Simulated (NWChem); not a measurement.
System: CHCl₂, doublet; SMILES [CH](Cl)Cl

Input file for NWChem:

```
start job
memory heap 200 mb stack 700 mb global 900 mb
geometry units angstroms noautosym nocenter noautoz
  Cl    -0.173850     0.007799     1.470435
  C      0.680973     0.042420     0.000000
  Cl    -0.173850     0.007799    -1.470435
  H      1.697460    -0.355374     0.000000
end
basis spherical
  Cl library def2-svp
  C library def2-svp
  H library def2-svp
end
dft
  odft
  mult 2
  xc xpbe96 cpbe96
  iterations 150
end
cosmo
  dielec 2.0
end
task dft energy
```

In the optimisation the excess spin sits in a' (Cs, its own frame). Structure relaxed at the PBE0/def2-SVP, spin-unrestricted level. No stability test was run on the SCF state.

Level: PBE/def2-SVP with COSMO at NWChem's default radii, gas-phase geometry; the question gives the dielectric constant. Reactions with the solvent are ignored.

Task: Give the results of this calculation. (PBE/def2-SVP, spin-unrestricted, COSMO on the gas-phase geometry.) Quantities: electrostatic solvation energy (kcal/mol); dipole in solution (D).

Result: 
- electrostatic solvation energy (kcal/mol): -0.6
- dipole in solution (D): 0.88
